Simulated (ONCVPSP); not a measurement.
## hydrogen: one change to an ONCV potential, before and after

```json
{
 "Element": "H (Z = 1)",
 "Generator": "ONCVPSP 4.0.1",
 "Type": "optimised norm-conserving Vanderbilt (ONCV)",
 "Functional": "LDA (Perdew-Zunger)",
 "Relativity": "scalar-relativistic",
 "Frozen core": "none",
 "Valence charge": "1",
 "Reference configuration": "1s0.75 (charge +0.25)",
 "Partial waves": "1s: rc 0.95 bohr, ncon 4, nbas 7, qcut 5.6 1/bohr, 3 projectors, debl 1.3 Ha; p scattering state at 0.02 Ha: rc 0.85 bohr, ncon 4, nbas 8, qcut 9.5 1/bohr, 3 projectors, debl 2.1 Ha",
 "Local potential": "polynomial inside 0.85 bohr (lpopt 5, dvloc0 0 Ha)",
 "Core correction": "none"
}
```

Change: s: rc 0.9.

Cutoffs: the cutoffs (Ha) at which the residual kinetic energy of the hardest occupied pseudo-wave falls to 1 and 0.1 mHa per electron; they do not see the model core or the augmentation charge, which bear on the density cutoff. Errors are all-electron minus pseudo energies relative to the spin-unpolarised reference configuration.

Q: What does the change do?

A: The potential gets harder (18 Ha and 105 Ha → 20 Ha and 119 Ha); both files keep a bound ghost (s). A smaller radius makes the pseudo-wave follow the all-electron one further in, where it bends more sharply, so more plane waves are needed.

| quantity | base | changed |
| --- | --- | --- |
| cutoff, loose | 18 Ha | 20 Ha |
| cutoff, tight | 105 Ha | 119 Ha |
| bound ghosts | s | s |
| GHOST(+) flags under 300 eV | none | none |
| error for 1s1, meV [ΔE -1.95 eV] | +0.2 | +0.1 |
| error for 1s0.5, meV [ΔE 2.70 eV] | +0.3 | +0.3 |
| p: phases at 0.86 bohr within 0.05 rad from the reference energy up to (Ha; the scan ends near 5) | to the end of the scan | to the end of the scan |

 A true bound ghost makes a file unfit for plane-wave use even where its test errors are small: the radial tests pick states by their node count and pass the ghost by.
